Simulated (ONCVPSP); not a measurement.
An all-electron radial function and its pseudo partner (Be)

Columns: radius, all-electron u(r) and pseudo u(r) of the 1s shell (level -105.45 eV) of beryllium in the configuration 1s2 2s2; PBEsol, scalar-relativistic, ONCV scheme, ONCVPSP 4.0.1.

| r (bohr) | all-electron | pseudo |
| --- | --- | --- |
| 0.040 | 0.4983 | 0.3307 |
| 0.080 | 0.8499 | 0.6408 |
| 0.120 | 1.0896 | 0.9123 |
| 0.160 | 1.2441 | 1.1323 |
| 0.200 | 1.3343 | 1.2935 |
| 0.240 | 1.3763 | 1.3953 |
| 0.280 | 1.3819 | 1.4407 |
| 0.320 | 1.3615 | 1.4399 |
| 0.360 | 1.3225 | 1.4033 |
| 0.400 | 1.2700 | 1.3415 |
| 0.440 | 1.2091 | 1.2653 |
| 0.480 | 1.1426 | 1.1824 |
| 0.520 | 1.0735 | 1.0988 |
| 0.560 | 1.0034 | 1.0178 |
| 0.600 | 0.9340 | 0.9410 |
| 0.640 | 0.8662 | 0.8691 |
| 0.680 | 0.8008 | 0.8016 |
| 0.720 | 0.7383 | 0.7384 |
| 0.760 | 0.6791 | 0.6790 |
| 0.800 | 0.6232 | 0.6232 |
| 0.840 | 0.5709 | 0.5709 |
| 0.880 | 0.5221 | 0.5221 |
| 0.920 | 0.4767 | 0.4767 |
| 0.960 | 0.4347 | 0.4347 |
| 1.000 | 0.3959 | 0.3959 |
| 1.040 | 0.3602 | 0.3602 |

Question: How many radial nodes do the two functions have?

Answer: The all-electron 1s function has n − l − 1 = 0; the pseudo-wave has 0.

Question: At about which radius was the pseudo-wave matched?

Answer: 0.80 bohr. The columns agree to 0.0005 from 0.72 bohr on; several derivatives are matched, so the curves merge somewhat inside the radius.

Question: Where does each function peak?

Answer: Outermost all-electron maximum near 0.28 bohr, pseudo maximum near 0.28 bohr (to the table’s step).

Question: Is the pseudo-wave norm-conserving?

Answer: Yes: the ONCV scheme keeps the norm inside the radius equal to the all-electron one, which fixes the energy derivative of the logarithmic derivative at the level.
